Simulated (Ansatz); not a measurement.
`[OH][Al]1[CH2][NH]1`, relaxed with RKS PBE0-D4/def2-TZVP in Ansatz from a PBE-D4/def2-SVP geometry. The force threshold is 0.005 eV/Å; the program also tests the step.

Total charge 0; spin multiplicity 1.

Start:

```xyz
8

O     1.011    0.289    2.270
Al    0.394    0.118    0.686
C     0.215    0.078   -1.234
N    -0.959   -0.287   -0.332
H     0.480    0.112    3.064
H     0.093    0.997   -1.850
H     0.620   -0.746   -1.864
H    -1.854   -0.561   -0.740
```

Problem. How much energy does the relaxation release, and in how many steps? (An estimate is asked.)

Solution. Ansatz gave: 0.05 eV, in 6 steps.

Problem. Which bonds change most? (Estimate.)

Solution. The calculation gave: Al2–C3 from 1.929 to 1.900 Å; O1–Al2 from 1.708 to 1.681 Å; Al2–N4 from 1.742 to 1.716 Å; C3–H6 from 1.114 to 1.093 Å.

Problem. Give the relaxed structure. (Estimate.)

Solution. Ansatz gave: 
```xyz
8

O     0.987    0.280    2.230
Al    0.362    0.104    0.679
C     0.226    0.080   -1.216
N    -0.963   -0.290   -0.336
H     0.514    0.127    3.045
H     0.094    0.984   -1.816
H     0.618   -0.732   -1.832
H    -1.838   -0.553   -0.755
```
